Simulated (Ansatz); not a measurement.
Start from `N[SiH](F)P` and change one atom or group to get `B[SiH](N)F`.

Ansatz, PBE0-D4/def2-TZVP geometries, multiplicity 1. Each molecule was computed in one conformer, which needn't be the lowest.

```csv
property,`N[SiH](F)P`
LUMO energy (ωB97M-V/def2-TZVPP) / eV,1.93
HOMO–LUMO gap (PBE/def2-TZVPP) / eV,5.88
HOMO energy (PBE/def2-TZVPP) / eV,-6.40
size of the dipole moment (B3LYP/def2-TZVPP) / D,1.88
HOMO energy (B3LYP/def2-TZVPP) / eV,-7.34
size of the dipole moment (ωB97M-V/def2-TZVPP) / D,1.87
```

Question: What does the change do to each property? (An estimate is asked.)

Answer: Computed: 
```json
{"property": "LUMO energy (ωB97M-V/def2-TZVPP) / eV", "`B[SiH](N)F`": "-0.41", "shift": "-2.34"}
{"property": "HOMO–LUMO gap (PBE/def2-TZVPP) / eV", "`B[SiH](N)F`": "3.21", "shift": "-2.67"}
{"property": "HOMO energy (PBE/def2-TZVPP) / eV", "`B[SiH](N)F`": "-6.60", "shift": "-0.20"}
{"property": "size of the dipole moment (B3LYP/def2-TZVPP) / D", "`B[SiH](N)F`": "1.96", "shift": "0.08"}
{"property": "HOMO energy (B3LYP/def2-TZVPP) / eV", "`B[SiH](N)F`": "-7.72", "shift": "-0.38"}
{"property": "size of the dipole moment (ωB97M-V/def2-TZVPP) / D", "`B[SiH](N)F`": "1.92", "shift": "0.05"}
```

With PBE0 the HOMO falls by 0.39 eV and the LUMO falls by 2.71 eV, so the gap narrows by about 2.32 eV. PBE moves the HOMO by -0.20 eV and ωB97M-V by -0.58 eV. Dipoles are sizes alone; their direction can turn.

B3LYP here is the variant with VWN-RPA as its local correlation; programs differ in this.
